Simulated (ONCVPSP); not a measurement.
# Which change was made? (Fe, ONCV)

ONCVPSP 4.0.1 input, shortened (lines: element, Z, core and valence counts, functional; n l f; lmax; l rc ep ncon nbas qcut; lloc lpopt rc5 dvloc0; l nproj debl; icmod fcfact rcfact), BLYP, scalar-relativistic:

```
  Fe 26.00    3    4  -106131      upf
    1    0    2.00
    2    0    2.00
    2    1    6.00
    3    0    2.00
    3    1    6.00
    3    2    6.00
    4    0    2.00
    2
    0    1.30    0.00    4    7    8.90
    1    1.05    0.00    4    8   13.00
    2    1.05    0.00    3    7   12.30
    4    5    0.90    0.00
    0    2    0.70
    1    2    0.80
    2    3    2.80
    0    0.00    0.00
```

In the p channel the program set the typed energies aside and used -2.199, 0.250 Ha.

Cutoffs, loose and tight: the cutoffs (Ha) at which the residual kinetic energy of the hardest occupied pseudo-wave falls to 1 and 0.1 mHa per electron. They do not see the model core or the augmentation charge, which bear on the density cutoff. Test errors are all-electron minus pseudo excitation energies from the reference, over the configurations 3s2 3p6 3d6 4s1; 3s2 3p6 3d6 4s0; 3s2 3p6 3d5 4s0; 3s2 3p6 3d6 4s1 4p1; variants that change the core or the reference have their own tests.

The base gives: outcome: generated, projector energies reset by the program; cutoff, loose: 65 Ha; cutoff, tight: 75 Ha; bound ghosts: none; GHOST(+) flags above zero: none; largest test error (meV): -5.3.

(1) After one change the result is: outcome: generated, projector energies reset by the program; cutoff, loose: 179 Ha; cutoff, tight: 381 Ha; bound ghosts: none; GHOST(+) flags above zero: s, d; largest test error (meV): -19. Which change was it?
A. all radii scaled by about 1.11 (s 1.44, p 1.16, d 1.16 bohr); local potential polynomial inside 1.00 bohr (lpopt 5, dvloc0 0 Ha)
B. all radii scaled by about 0.78 (s 1.02, p 0.82, d 0.82 bohr); local potential polynomial inside 0.72 bohr (lpopt 5, dvloc0 0 Ha)
C. all radii scaled by about 0.86 (s 1.12, p 0.90, d 0.90 bohr); local potential polynomial inside 0.78 bohr (lpopt 5, dvloc0 0 Ha)

Results:

(1) B. The others give: all radii scaled by about 0.86 (s 1.12, p 0.90, d 0.90 bohr); local potential polynomial inside 0.78 bohr (lpopt 5, dvloc0 0 Ha) → outcome: generated, projector energies reset by the program; cutoff, loose: 77 Ha; cutoff, tight: 243 Ha; bound ghosts: none; GHOST(+) flags above zero: d; largest test error (meV): -12 | all radii scaled by about 1.11 (s 1.44, p 1.16, d 1.16 bohr); local potential polynomial inside 1.00 bohr (lpopt 5, dvloc0 0 Ha) → outcome: generated, projector energies reset by the program; cutoff, loose: 61 Ha; cutoff, tight: 68 Ha; bound ghosts: none; GHOST(+) flags above zero: none; largest test error (meV): +1.5.
